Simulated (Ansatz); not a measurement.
Ideal-gas functions of `[SiH2]1[Se][Se]1` at 800 K and 1 bar, from an Ansatz frequency run at PBE0-D4/def2-TZVP.

Molar mass 188.02 g/mol, point group C2v (symmetry number 2), electronic degeneracy 1, moments of inertia 99.336, 234.976, 328.184 u Å². Harmonic wavenumbers (cm⁻¹, unscaled): 264, 346, 492, 508, 566, 676, 950, 2254, 2274.

Use S(trans) = R[1.5 ln M + 2.5 ln T − 1.1517]; rotational temperatures θ = 24.2544 K / I; S(rot) = R[ln(√π/σ · √(T³/θAθBθC)) + 1.5]; for each mode x = 1.438777 ν̃/T, S = R[x/(eˣ − 1) − ln(1 − e⁻ˣ)] and H = RT x/(eˣ − 1); 1 cm⁻¹ = 0.0119627 kJ/mol; R = 8.31446 J/(mol·K).

**Question.** By hand: the entropy, in J/(mol·K).

**Answer.** Translation 194.7. Rotation: θ = 0.2442, 0.1032, 0.0739 K, giving 121.0. Vibration, mode by mode: 14.59, 12.39, 9.60, 9.35, 8.52, 7.18, 4.80, 0.74, 0.72, in all 67.9. Electronic 0.0. Sum 383.6 J/(mol·K).

**Question.** By hand: H − E and G − E in kJ/mol, counted from the electronic energy.

**Answer.** Zero-point energy ½ × 8330 × 0.0119627 = 49.8; thermal vibration 28.9; translation, rotation and pV give 4 RT = 26.6. H − E = 105.3 kJ/mol, and G − E = 105.3 − 800 × 383.6/1000 = -201.6 kJ/mol.

Vibration gives 18 % of the entropy.
